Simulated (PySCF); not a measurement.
# How methods differ on the excitation energy of N⁺

N⁺ [He] 2s2 2p2 (3P) → N⁺ [He] 2s1 2p2 3s1 (5P), as a difference of total energies. All numbers are calculated (PySCF 2.14, scalar relativity by spin-free X2C-1e, in aug-cc-pVQZ-DK (6s5p4d3f2g, 80 functions)). Correlated levels: valence: 1s2 frozen. The calculations carry no spin-orbit coupling.

```tsv
method	excitation energy (eV)
UHF	23.368
LDA	25.132
PBE	25.038
PBE0	25.008
r2SCAN	24.787
r2SCANh	24.808
B3LYP	25.647
TPSS	25.429
PW91	25.102
MP2 (valence)	24.991
SCS-MP2 (valence)	25.419
```

Q: How much does correlation contribute at MP2 (valence)?

A: 24.991 − (23.368) = 1.623 eV, measured against UHF.

The promoted electron is Rydberg-like, and one or two diffuse shells describe it only roughly, which tends to raise the upper state.
